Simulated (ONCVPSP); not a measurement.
Before and after: ONCV potential for caesium (Cs)

ONCVPSP 4.0.1 input, shortened (lines: element, Z, core and valence counts, functional; n l f; lmax; l rc ep ncon nbas qcut; lloc lpopt rc5 dvloc0; l nproj debl; icmod fcfact rcfact), PBEsol, scalar-relativistic:

```
  Cs 55.00    9    3  -116133      upf
    1    0    2.00
    2    0    2.00
    2    1    6.00
    3    0    2.00
    3    1    6.00
    3    2   10.00
    4    0    2.00
    4    1    6.00
    4    2   10.00
    5    0    2.00
    5    1    6.00
    6    0    1.00
    2
    0    3.20    0.00    4    8    4.00
    1    2.20    0.00    5    9    3.10
    2    2.45    0.14    4    8    4.40
    4    5    1.50    4.00
    0    2    2.00
    1    2    3.80
    2    2    0.40
    3    1.75    1.40
```

In the d channel the program set the typed energies aside and used 0.050, 0.450 Ha.

All-electron outer shells of the reference configuration (PBEsol, scalar-relativistic, ld1.x):

```json
{"shell": "5s", "level (eV)": "-26.79", "outermost node (bohr)": "0.82", "outermost maximum (bohr)": "1.54"}
{"shell": "5p", "level (eV)": "-13.55", "outermost node (bohr)": "0.89", "outermost maximum (bohr)": "1.79"}
{"shell": "6s", "level (eV)": "-2.08", "outermost node (bohr)": "2.11", "outermost maximum (bohr)": "4.80"}
```

Change: all radii but the core radius scaled by about 1.24 (s 3.98, p 2.74, d 3.04 bohr); local potential polynomial inside 1.86 bohr (lpopt 5, dvloc0 4 Ha).

Cutoffs: the cutoffs (Ha) at which the residual kinetic energy of the hardest occupied pseudo-wave falls to 1 and 0.1 mHa per electron; they do not see the model core or the augmentation charge, which bear on the density cutoff. Errors are all-electron minus pseudo energies relative to the spin-unpolarised reference configuration.

Task: How do hardness, ghosts and transferability respond?

Result: The potential gets softer (32 Ha and 51 Ha → 3.9 Ha and 20 Ha); the lowest positive-energy flag moves from s at 43.4 eV to s at 89.3 eV; of the 4 tests that both files solve, the error grows in 2 and shrinks in 0 by more than 15 % and 0.3 meV (median size 0.4 → 15.5 meV); neither file shows a bound ghost. A larger radius leaves more room for a smooth pseudo-wave, so fewer plane waves are needed.

| quantity | base | changed |
| --- | --- | --- |
| cutoff, loose | 32 Ha | 3.9 Ha |
| cutoff, tight | 51 Ha | 20 Ha |
| loose cutoff by channel | s 4.0 Ha, p 32 Ha | s 2.5 Ha, p 3.9 Ha |
| bound ghosts | none | none |
| GHOST(+) flags under 300 eV | s at 43.4 eV | s at 89.3 eV |
| error for 5s2 5p6 6s0, meV [ΔE 3.79 eV] | -0.5 | -0.4 |
| error for 5s2 5p6 6s0.5, meV [ΔE 1.46 eV] | -0.1 | -0.1 |
| error for 5s2 5p6 6s0 6p1, meV [ΔE 1.35 eV] | +0.2 | +30 |
| error for 5s1 5p6 6s1, meV [ΔE 31.74 eV] | -229 | -329 |
| rms error of d²Exc/dni dnj with the model core, mHa | 1.15 | 1.66 |

Changed file: The cutoffs count occupied waves only; projector 2 of the p channel, the hardest unoccupied one, needs 23 Ha at the loose tolerance.
